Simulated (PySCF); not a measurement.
## Shapes and spin states of [RuF3]+

Level of theory: PBE0 in PySCF with Ru def2-TZVP with ECP28, F def2-TZVP; scalar-relativistic core potentials, no spin–orbit coupling; density-fitted integrals.

Relaxations began from a few typed shapes and spin states; open shells are unrestricted. The search is not exhaustive: other isomers or separated fragments can lie lower, and high-lying points may rest on an excited occupation.

Task: Which is the lowest minimum found?
A. quintet C2v: Ru–F 1.775 Å (×2), Ru–F 1.811 Å; F–Ru–F 95.0°, F–Ru–F 132.5° (×2)
B. broken-symmetry Ms = 0 (⟨S²⟩ 1.00) C2v: Ru–F 1.734 Å, Ru–F 1.758 Å (×2); F–Ru–F 107.9°, F–Ru–F 126.1° (×2)
C. quintet C2v: Ru–F 1.764 Å, Ru–F 1.796 Å (×2); F–Ru–F 100.6° (×2), F–Ru–F 158.7°
D. singlet (closed shell, unstable to spin polarisation) D3h: Ru–F 1.765 Å (×3); F–Ru–F 120.0° (×3)
E. triplet D3h: Ru–F 1.738 Å (×3); F–Ru–F 120.0° (×3)
F. broken-symmetry Ms = 0 (⟨S²⟩ 1.00) C2v: Ru–F 1.741 Å (×2), Ru–F 1.769 Å; F–Ru–F 113.8° (×2), F–Ru–F 132.4°

Result: C. The others lie at 16.3 (triplet D3h), 19.6 (quintet C2v, a saddle point), 40.6 (broken-symmetry Ms = 0 C2v), 40.8 (broken-symmetry Ms = 0 C2v, a saddle point), 117.0 (singlet D3h) kJ/mol above it.

Formally Ru is in oxidation state +4, d4, with 4 unpaired electrons (the high-spin count). The Mulliken spin on Ru is 3.18. The polar-tensor charge on Ru, 2.32, is far below the formal one.

For the lowest minimum: with open d or f shells other occupations or spin states may lie lower.
